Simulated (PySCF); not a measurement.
Si(H)(Me)(SH)2 (CH₆S₂Si), SMILES C[SiH](S)S.

The structure is a stationary point at B3LYP-D3(BJ)/def2-SVP. Other conformers were not sampled.

All values below come from TDDFT-PBE/def2-SVPD run with PySCF.

Vertical excitations. Isolated molecule, no solvent.

Computed excitation energies, oscillator strengths and character:
```csv
state,energy (eV),λ (nm),f,main pairs
S1,5.33,233,0.008,HOMO→LUMO 99 %
S2,5.61,221,0.007,HOMO−1→LUMO 98 %
S3,5.66,219,0.038,HOMO→LUMO+1 88 %
S4,5.79,214,0.013,HOMO→LUMO+2 84 %
S5,5.94,209,0.017,HOMO−1→LUMO+1 85 %
S6,5.98,207,0.032,HOMO→LUMO+3 87 %
S7,6.15,202,0.030,HOMO−1→LUMO+2 90 %
S8,6.27,198,0.007,HOMO−1→LUMO+3 94 %
S9,6.47,192,0.015,HOMO→LUMO+4 93 %
S10,6.74,184,0.008,HOMO−1→LUMO+4 93 %
T1,5.10,243,0,HOMO→LUMO 98 %
T2,5.31,233,0,"HOMO→LUMO+1 78 %, HOMO−1→LUMO 18 %"
T3,5.40,230,0,"HOMO−1→LUMO 74 %, HOMO→LUMO+1 19 %"
T4,5.55,223,0,"HOMO→LUMO+2 77 %, HOMO−1→LUMO+1 18 %"
```
Triplets are in the Tamm–Dancoff approximation, which puts them higher than full response would, so one can lie above its singlet here.
